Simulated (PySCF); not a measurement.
**C³⁺ (carbon, charge +3) across methods**

[He] 2s1, 2S determinant. Computed with PySCF 2.14 in dyall-acv3z, with scalar relativity by spin-free X2C-1e.

| method | E (hartree) | mean ε 1s α (eV) | mean ε 1s β (eV) | mean ε 2s α (eV) | Σ⟨r²⟩ (bohr²) | ⟨S²⟩ |
| --- | --- | --- | --- | --- | --- | --- |
| PBE0 | -34.7576 | -341.32 | -339.93 | -59.494 | 2.091 | 0.750 |
| UHF | -34.74071 | -368.12 | -365.75 | -64.387 | 2.104 | 0.750 |
| BLYP | -34.7987 | -332.65 | -331.73 | -57.602 | 2.078 | 0.750 |
| M06 | -34.7990 | -341.60 | -340.44 | -59.164 | 2.087 | 0.750 |
| r2SCAN | -34.7888 | -335.85 | -334.95 | -58.097 | 2.091 | 0.750 |
| LDA | -34.4191 | -329.43 | -328.33 | -57.280 | 2.104 | 0.750 |
| B97-3 | -34.7973 | -342.17 | -341.00 | -59.566 | 2.078 | 0.750 |
| PBE | -34.7449 | -332.15 | -331.05 | -57.711 | 2.090 | 0.750 |

Task: Estimate the same row for HSE06.

Result: E (hartree) = -34.7616; mean ε 1s α (eV) = -340.93; mean ε 1s β (eV) = -339.54; mean ε 2s α (eV) = -59.069; Σ⟨r²⟩ (bohr²) = 2.091; ⟨S²⟩ = 0.750.
